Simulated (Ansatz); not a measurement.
Total energies of C₂H₅AlBF, SMILES `B[C](=C)[AlH][F]`.

```xyz
10

B    -0.0028   -1.3478    0.9412
C     0.1239   -0.0978    0.0415
C     1.3552    0.2029   -0.4193
Al   -1.3024    1.0974   -0.5002
F    -2.8496    0.8312    0.0083
H    -1.0495   -1.6960    1.4064
H     0.9828   -1.9914    1.1825
H     1.5648    1.0615   -1.0604
H     2.2236   -0.4091   -0.1697
H    -1.0460    2.3491   -1.4303
```

The species carries charge 0 and has multiplicity 1. Geometry: relaxed with PBE0-D4/def2-TZVP. It is one conformer, not always the lowest. Basis def2-TZVPP, Ansatz 0.2.0.

RPA on PBE orbitals: Hartree–Fock energy of these orbitals -444.76609 Eh, correlation -1.23749 Eh (frozen core).

```
             functional  energy without D4 (Eh)  D4 term (kJ/mol)
                 B97M-V              -446.38147                 –
HSE06 (plane-wave form)              -446.09094             -14.6
```

**Question.** Give the same for LDA (SPW92), PBE, revPBE, BLYP, r2SCAN, PBE0, B3LYP, r2SCANh, r2SCAN0, BHLYP, CAM-B3LYP, LC-ωPBE, ωB97X-V, ωB97M-V, B2PLYP, PBE-QIDH. (Best estimate.)

**Answer.** The calculation gave: 
```tsv
functional	energy without D4 (Eh)	D4 term (kJ/mol)
LDA (SPW92)	-443.72311	–
PBE	-446.06552	-18.4
revPBE	-446.33482	-55.0
BLYP	-446.40465	-40.4
r2SCAN	-446.32033	-4.5
PBE0	-446.10787	-15.6
B3LYP	-446.49609	-29.8
r2SCANh	-446.30955	-4.8
r2SCAN0	-446.29440	-5.3
BHLYP	-446.36902	-23.3
CAM-B3LYP	-446.38023	-15.9
LC-ωPBE	-446.23703	–
ωB97X-V	-446.35604	–
ωB97M-V	-446.36437	–
B2PLYP	-446.19405	–
PBE-QIDH	-445.99407	–
```

B3LYP takes the VWN-RPA correlation (the form of Gaussian; ORCA's B3LYP/G). HSE06 is the plane-wave form, built on full-range PBE exchange. The double hybrids freeze the cores in their second-order part.

LC-ωPBE has ω = 0.4 bohr⁻¹.
